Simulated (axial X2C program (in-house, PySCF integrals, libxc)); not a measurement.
## Potential curves of CoAs, spin-free

Computed with an in-house relativistic program for diatomic molecules. Spin-free means the one-electron spin-free X2C Hamiltonian. Basis: As dyall-cv3z [9s9p6d4f1g], Co dyall-cv3z [9s10p6d3f2g] (cores contracted in-house); Gaussian nuclei, density fitting, unrestricted open shells. Masses: As 74.922 u, Co 58.933 u.

State: M_S = 2, Λ = 2 (beyond evenly filled blocks: σα, π+α, π-α, δ+α, δ+β, δ-α). Energies in eV from the fragments at the same level (As + Co). Fits are polynomials in 1 − R0/R over 0.85 to 1.23 times the lowest point R0.

| R (Å) | PBE0 | TPSSh |
| --- | --- | --- |
| 1.9305 | -1.1686 | -1.6764 |
| 2.0193 | -1.5632 | -2.0313 |
| 2.0859 | -1.7288 | -2.1710 |
| 2.1524 | -1.8119 | -2.2310 |
| 2.2190 | -1.8332 | -2.2313 |
| 2.2967 | -1.8006 | -2.1765 |
| 2.3743 | -1.7244 | -2.0802 |
| 2.4742 | -1.5840 | -1.9166 |
| 2.5962 | -1.3756 | -1.6834 |
| 2.7737 | -1.0434 | -1.3218 |

One determinant describes the state; a PBE0 search over occupations chose it and may have missed a lower one. De is counted from the lowest determinant-based energies of the atoms at the same level, without counterpoise correction. Other states lie close and PBE0, whose exact exchange favours high spin, may order them wrongly; the determinant shown need not be the ground state. The nearest other spin-free determinant of the search, M_S = 2, Λ = 3, lies 0.36 eV up at the distance of the search. The functionals have no current-density term, which raises determinants with orbital currents, atoms included.

Task: What are Re, ωe and De at the PBE0 level?

Result: At PBE0, spin-free: Re = 2.213 Å, ωe ≈ 296 cm⁻¹, De = 1.83 eV to As + Co; Be follows as 0.104 cm⁻¹.

Task: What are Re, ωe and De at the TPSSh level?

Result: At TPSSh, spin-free: Re = 2.185 Å, ωe ≈ 309 cm⁻¹, De = 2.24 eV to As + Co; Be follows as 0.107 cm⁻¹.
